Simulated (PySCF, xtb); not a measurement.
C2H6MgS, SMILES [SH][Mg][CH2]C.

GFN2-xTB in xtb at its own geometry gives an orbital gap of 2.23 eV and a dipole moment of 4.40 D.

The structure is a stationary point at PBE0-D3(BJ)/def2-SVP. The structure was generated by enumeration; whether it is a known compound was not checked. The values are those of a single conformer.

**Question.** What does PBE/def2-TZVP run with PySCF give? (Estimate from the structure and the level; the computed values follow.)

**Answer.** gap 3.91 eV (levels -5.58 and -1.67 eV), dipole 1.91 D.
